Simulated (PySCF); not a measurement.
Vertical excitations of a molecule C4H8Si from TDDFT-ωB97X/def2-SVPD run with PySCF, as energy in eV (oscillator strength): 6.42 (0.000), 6.76 (0.014), 6.85 (0.001), 7.44 (0.008), 7.81 (0.036), 8.11 (0.015), 8.71 (0.112), 8.83 (0.000). Lowest triplet (TDA): 5.42 eV. Coordinates come from a B3LYP-D3(BJ)/def2-SVP optimisation. One conformer was computed; it need not be the lowest.

Task: Which molecule gave these data?
A) C[Si@@H]1C=CC1
B) C=C/C=C/[SiH3]
C) C#CC[SiH2]C
D) CCC#C[SiH3]

Result: C, C#CC[SiH2]C
